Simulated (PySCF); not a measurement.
# Radial density of V⁺ (vanadium, charge +1)

LDA, [Ar] 3d4, high-spin 5D determinant. All numbers are calculated (PySCF 2.14, scalar relativity by spin-free X2C-1e, in jorge-DZP-DKH (8s6p2d1f, 43 functions)).

```json
{"r (bohr)": "0.00139", "4πr²ρ (e/bohr)": "0.2553", "4πr²(ρα − ρβ)": "0.0000"}
{"r (bohr)": "0.00234", "4πr²ρ (e/bohr)": "0.6402", "4πr²(ρα − ρβ)": "-0.0001"}
{"r (bohr)": "0.00393", "4πr²ρ (e/bohr)": "1.579", "4πr²(ρα − ρβ)": "-0.0001"}
{"r (bohr)": "0.00662", "4πr²ρ (e/bohr)": "3.747", "4πr²(ρα − ρβ)": "-0.0003"}
{"r (bohr)": "0.0111", "4πr²ρ (e/bohr)": "8.253", "4πr²(ρα − ρβ)": "-0.0007"}
{"r (bohr)": "0.0187", "4πr²ρ (e/bohr)": "15.93", "4πr²(ρα − ρβ)": "-0.0014"}
{"r (bohr)": "0.0315", "4πr²ρ (e/bohr)": "24.66", "4πr²(ρα − ρβ)": "-0.0022"}
{"r (bohr)": "0.0530", "4πr²ρ (e/bohr)": "26.95", "4πr²(ρα − ρβ)": "-0.0033"}
{"r (bohr)": "0.0891", "4πr²ρ (e/bohr)": "21.31", "4πr²(ρα − ρβ)": "-0.0063"}
{"r (bohr)": "0.150", "4πr²ρ (e/bohr)": "24.81", "4πr²(ρα − ρβ)": "0.0092"}
{"r (bohr)": "0.252", "4πr²ρ (e/bohr)": "28.14", "4πr²(ρα − ρβ)": "0.2180"}
{"r (bohr)": "0.424", "4πr²ρ (e/bohr)": "11.85", "4πr²(ρα − ρβ)": "0.9905"}
{"r (bohr)": "0.713", "4πr²ρ (e/bohr)": "11.17", "4πr²(ρα − ρβ)": "2.2185"}
{"r (bohr)": "1.20", "4πr²ρ (e/bohr)": "8.203", "4πr²(ρα − ρβ)": "2.2958"}
{"r (bohr)": "2.02", "4πr²ρ (e/bohr)": "1.718", "4πr²(ρα − ρβ)": "1.1174"}
{"r (bohr)": "3.39", "4πr²ρ (e/bohr)": "0.2017", "4πr²(ρα − ρβ)": "0.1925"}
{"r (bohr)": "5.71", "4πr²ρ (e/bohr)": "0.0001935", "4πr²(ρα − ρβ)": "0.0001"}
```

Densities and radii are taken from the X2C orbitals without a picture-change correction, which distorts them close to the nucleus.

(1) Where is the radial spin density 4πr²(ρα − ρβ) most negative, and why is it negative at all?

## Answers

(1) Around r = 0.0891 bohr, down to -0.0063 e/bohr: exchange with the open shell polarises the paired shells in an unrestricted calculation.
